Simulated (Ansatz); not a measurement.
Two isomers of CH6GeS2: A = `S[CH](S)[GeH3]`, B = `CS[S][GeH3]`.

Program: Ansatz. Geometries: PBE0-D4/def2-TZVP. ΔE: electronic, gas phase. CCSD(T)/CBS is the MP2 limit (def2-TZVPP, def2-QZVPP) plus CCSD(T) − MP2 in def2-TZVPP, frozen cores. Functionals use def2-TZVPP. B3LYP here is the variant with VWN-RPA as its local correlation; programs differ in this. For Ge outer-core shells are correlated without core-valence functions, which leaves a few kJ/mol of doubt a bond. Scalar relativity is left out up to krypton. Each species was taken in one conformer, which may not be the lowest.

(1) Which is lower in electronic energy at CCSD(T)/CBS, and by how much? (Best estimate.)

(2) Give E(B) − E(A) in kcal/mol with B3LYP-D4, MP2/def2-TZVPP, HF/def2-TZVPP, r2SCAN-D4, PBE0-D4, ωB97M-V, CCSD/def2-TZVPP. (Best estimate.)

(3) Does the order hold for the free energy at 298.15 K (harmonic terms from PBE0-D4)? (An estimate is asked.)

Largest T1 diagnostic: 0.012.

## Answers

(1) Ansatz gave: B, by 21.0 kcal/mol.

(2) The calculation gave: B3LYP-D4 -24.2, MP2/def2-TZVPP -20.1, HF/def2-TZVPP -24.3, r2SCAN-D4 -24.4, PBE0-D4 -24.0, ωB97M-V -22.3, CCSD/def2-TZVPP -20.2. None reverses the order clearly.

(3) Ansatz gave: Yes: G(B) − G(A) = -18.5 kcal/mol, for one conformer each.

At CCSD(T), def2-SVP lies +4.1 kcal/mol from the extrapolated value and def2-TZVPP +0.8 kcal/mol. Leaving LDA and LC-ωPBE aside and taking each functional with its dispersion term where it has one, the values, not all of them listed here, spread over 2.5 kcal/mol, from B97M-V to ωB97X-V. LDA lies +2.8 kcal/mol from PBE without D4.
